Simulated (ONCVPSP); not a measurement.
**Which change was made? (P, ONCV)**

- Element: phosphorus
- Generator: ONCVPSP 4.0.1
- Type: optimised norm-conserving Vanderbilt (ONCV)
- Functional: PBE
- Relativity: scalar-relativistic
- Frozen core: [Ne]
- Valence charge: 5
- Reference configuration: 3s1.5 3p3.5
- Partial waves: 3s: rc 1.35 bohr, ncon 4, nbas 8, qcut 5.2 1/bohr, 2 projectors, debl 3.9 Ha; 3p: rc 1.80 bohr, ncon 3, nbas 6, qcut 4.2 1/bohr, 3 projectors, debl 2.7 Ha
- Local potential: polynomial inside 1.00 bohr (lpopt 5, dvloc0 6 Ha)
- Core correction: Teter function, fcfact 5.5, rcfact 1.3

Cutoffs, loose and tight: the cutoffs (Ha) at which the residual kinetic energy of the hardest occupied pseudo-wave falls to 1 and 0.1 mHa per electron. They do not see the model core or the augmentation charge, which bear on the density cutoff. Test errors are all-electron minus pseudo excitation energies from the reference, over the configurations 3s2 3p3; 3s2 3p2; 3s2 3p1; 3s1 3p3; variants that change the core or the reference have their own tests.

The base gives: outcome: generated; cutoff, loose: 10 Ha; cutoff, tight: 34 Ha; bound ghosts: none; GHOST(+) flags above zero: s; largest test error (meV): +9.3.

(1) After one change the result is: outcome: generated; cutoff, loose: 10 Ha; cutoff, tight: 34 Ha; bound ghosts: none; GHOST(+) flags above zero: s; largest test error (meV): -8.0. Which change was it?
A. p: rc 2.7
B. s: ncon 5, nbas 9
C. p: debl 0.35

Results:

(1) A. The others give: s: ncon 5, nbas 9 → outcome: generated; cutoff, loose: 36 Ha; cutoff, tight: 115 Ha; bound ghosts: s; GHOST(+) flags above zero: none; largest test error (meV): +8.6 | p: debl 0.35 → outcome: generated; cutoff, loose: 10 Ha; cutoff, tight: 34 Ha; bound ghosts: p; GHOST(+) flags above zero: s; largest test error (meV): +9.4.
